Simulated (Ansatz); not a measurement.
A run for Ansatz (a program for electronic structure): R-B97M-V/def2-TZVPP on CH4FGaO (SMILES C[O][GaH][F]).

Ansatz 0.2 input:
```yaml
crystal:
  periodic: [false, false, false]
  atoms:
    - {symbol: C, position_ang: [-1.25620720, 0.25465565, 0.19902478]}
    - {symbol: O, position_ang: [-0.23880258, -0.68431619, -0.10652679]}
    - {symbol: Ga, position_ang: [1.49830177, -0.33606278, 0.00613282]}
    - {symbol: F, position_ang: [2.46881444, -1.72890265, -0.44566719]}
    - {symbol: H, position_ang: [-0.86610255, 1.23026306, 0.51337355]}
    - {symbol: H, position_ang: [-1.88513961, 0.40851755, -0.68180370]}
    - {symbol: H, position_ang: [-1.88176615, -0.13658024, 1.00569707]}
    - {symbol: H, position_ang: [2.16090188, 0.99242558, 0.43687948]}
basis:
  gaussian:
    orbitals: def2-TZVPP
hamiltonian:
  xc: {name: B97M-V}
scf: {lower_state_search: off}
```

### Question
Give the final energy of this run.

### Answer
-2140.1500 hartree.

### Question
How many basis functions does it have, and what does it roughly cost on one machine?

### Answer
197 functions; about 11 core-seconds (a rough figure).
